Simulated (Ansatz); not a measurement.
Isomers of CH3F2Ga, relaxed with PBE0-D4/def2-TZVP in Ansatz; electronic energies, one conformer each and not always the lowest. Functionals use def2-TZVPP; CBS adds triple-zeta CCSD(T) − MP2 to the MP2 limit of def2-TZVPP and def2-QZVPP.

Outer-core shells of Ga are correlated without core-valence functions. Scalar relativity is left out up to krypton. Spin–orbit coupling is left out.

Question: Order them by energy at frozen-core CCSD(T)/CBS, lowest first. (An estimate is asked.)
A. `[CH3][Ga]([F])[F]`
B. `F[CH2][GaH][F]`
C. `F[CH](F)[GaH2]`

Answer: A (0.0 kcal/mol), B (51.8 kcal/mol), C (92.1 kcal/mol).

Question: How do B3LYP-D4, HF/CBS(def2), PBE-D4, ωB97M-V place them (kcal/mol, against `[CH3][Ga]([F])[F]`)? (Best estimate.)

Answer: The calculation gave: 
| isomer | B3LYP-D4 | HF/CBS(def2) | PBE-D4 | ωB97M-V |
| --- | --- | --- | --- | --- |
| `F[CH2][GaH][F]` | 48.9 | 51.0 | 48.0 | 49.6 |
| `F[CH](F)[GaH2]` | 87.7 | 90.7 | 85.2 | 87.6 |

B3LYP here is the variant with VWN-RPA as its local correlation; programs differ in this.
